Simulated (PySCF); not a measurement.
Cartesian coordinates in Å; atom numbers follow the order of the lines, from 1:
```xyz
19

F     4.704    0.538   -0.715
C     3.652   -0.324   -0.473
Si    2.064    0.690   -0.347
O     0.872   -0.460   -0.069
C    -0.461   -0.287    0.095
C    -1.244   -1.425    0.317
C    -2.618   -1.297    0.492
C    -3.227   -0.042    0.447
C    -2.444    1.088    0.225
C    -1.066    0.973    0.050
H     3.587   -1.065   -1.289
H     3.841   -0.882    0.461
H     1.807    1.429   -1.616
H     2.142    1.658    0.785
H    -0.751   -2.398    0.349
H    -3.222   -2.192    0.665
H    -4.306    0.053    0.585
H    -2.907    2.078    0.188
H    -0.462    1.868   -0.123
```

Relativity neglected, a single conformation, isolated molecule, fast rotation and ring inversion assumed for equivalent nuclei. PBE0-D3(BJ)/def2-SVP geometry; shielding tensors at HF/pcSseg-1 (GIAO); PySCF 2.14.

List the cross peaks expected in HSQC, COSY and HMBC spectra.

## Answers



HSQC (one-bond C–H):
```csv
δH,δC
7.59 (H16/H18),139.8 (C7/C9)
7.13 (H17),127.0 (C8)
7.01 (H15/H19),122.2 (C6/C10)
4.54 (H11/H12),65.7 (C2)
```

COSY cross peaks (H two or three bonds apart, from the bond graph; peaks can be absent where the dihedral angle is near 90°):
```csv
δH,δH
7.59 (H16/H18),7.13 (H17)
7.59 (H16/H18),7.01 (H15/H19)
4.73 (H13/H14),4.54 (H11/H12)
```

HMBC (two and three bonds, from the bond graph):
```csv
δH,δC
7.59 (H16/H18),"163.4 (C5), 139.8 (C7/C9), 127.0 (C8), 122.2 (C6/C10)"
7.13 (H17),"139.8 (C7/C9), 122.2 (C6/C10)"
7.01 (H15/H19),"163.4 (C5), 139.8 (C7/C9), 127.0 (C8), 122.2 (C6/C10)"
4.73 (H13/H14),"163.4 (C5), 65.7 (C2)"
```

δ = σ(ref) − σ, references computed at the same level: TMS for $^{1}$H (σref 31.69), $^{13}$C (σref 190.85).

Short H···H contacts in this conformer between protons four or more bonds apart (candidates for NOE cross peaks, intensity ∝ r⁻⁶): H13···H19 2.75 Å.

Shifts are as computed. Against solution values, carbons near 30 ppm lie about -0 ppm off and those near 130 ppm about +7 ppm. Of 1309 compounds with measured shifts, 239 miss one by over three times the rms of a fit or turn the order of signals round; such compounds aren't used in these exercises.
